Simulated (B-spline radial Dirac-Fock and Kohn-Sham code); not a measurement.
Level of theory: the Dirac equation of a negative muon with reduced mass in the field of a spherical finite nucleus, with the Uehling potential to all orders; nuclear polarisation, deformation, hyperfine structure, self-energy, higher-order vacuum polarisation, relativistic recoil and electron screening are left out; a radial atomic solver. The nuclear charge is a Fermi distribution (skin thickness 2.3 fm).

Q: A muonic atom of atomic mass 135.91 u emits these computed lines: 2p3/2 → 1s1/2 3902 keV, 3d5/2 → 2p3/2 1184 keV, 4f7/2 → 3d5/2 418.4 keV, 5g9/2 → 4f7/2 192.8 keV. Which element is it, and what rms charge radius was used?

A: Cesium (Z = 55, nuclide ¹³⁶Cs); the high transitions hardly feel the nucleus and fix Z. The 2p → 1s line lies 2827 keV below the value for a point nucleus without QED, which for this nuclear model gives a radius near 4.81 fm (4.8059 fm was used).
